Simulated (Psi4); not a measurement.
Intermolecular potential of H3Al ··· Cl- (SMILES [AlH3] and [Cl-]) (charge -1), singlet. Monomers: optimised at B3LYP-D3(BJ) (def2-TZVP), held rigid. Orientation: lowest of the rigid-body minima from ten starts at GFN2-xTB (searched outside a hard wall at short contacts). Only R, the distance of the centres of mass, is varied, so the lowest point isn't the relaxed dimer. The shortest distances reach bonding range, where SAPT0 and rigid monomers are unreliable.

Levels of theory: PBE/def2-TZVPD, counterpoise-corrected (Psi4); PBE-D3(BJ)/def2-TZVPD, counterpoise-corrected (Psi4); PBE0-D3(BJ)/def2-TZVPD, counterpoise-corrected (Psi4); CCSD(T)/aug-cc-pVDZ = Psi4 with DF-CCSD(T)/aug-cc-pVDZ, frozen core, counterpoise-corrected.

Interaction energies in kcal/mol; the last columns give the difference from CCSD(T):

```tsv
R / Å	PBE/def2-TZVPD	PBE-D3(BJ)/def2-TZVPD	PBE0-D3(BJ)/def2-TZVPD	CCSD(T)/aug-cc-pVDZ	PBE/def2-TZVPD − CCSD(T)/aug-cc-pVDZ	PBE-D3(BJ)/def2-TZVPD − CCSD(T)/aug-cc-pVDZ	PBE0-D3(BJ)/def2-TZVPD − CCSD(T)/aug-cc-pVDZ
1.99	-17.08	-18.16	-19.77	-4.46	-12.62	-13.70	-15.32
2.19	-32.99	-34.04	-35.13	-25.20	-7.79	-8.84	-9.94
2.36	-36.69	-37.70	-38.33	-31.46	-5.23	-6.24	-6.88
2.62	-34.85	-35.79	-35.81	-31.76	-3.09	-4.03	-4.05
2.91	-29.22	-30.07	-29.59	-27.14	-2.08	-2.93	-2.45
3.16	-24.09	-24.85	-24.11	-22.40	-1.69	-2.45	-1.71
3.72	-15.08	-15.62	-14.67	-13.81	-1.27	-1.81	-0.86
4.42	-8.65	-8.94	-8.09	-7.73	-0.92	-1.21	-0.36
5.43	-4.42	-4.52	-3.87	-3.82	-0.60	-0.70	-0.05
6.72	-2.50	-2.53	-1.85	-1.89	-0.61	-0.64	0.04
```

PBE/def2-TZVPD is furthest from CCSD(T)/aug-cc-pVDZ at 1.99 (-12.62 kcal/mol, below); its mean absolute difference over the points is 3.59 kcal/mol.

PBE-D3(BJ)/def2-TZVPD is furthest from CCSD(T)/aug-cc-pVDZ at 1.99 (-13.70 kcal/mol, below); its mean absolute difference over the points is 4.26 kcal/mol.

PBE0-D3(BJ)/def2-TZVPD is furthest from CCSD(T)/aug-cc-pVDZ at 1.99 (-15.32 kcal/mol, below); its mean absolute difference over the points is 4.16 kcal/mol.
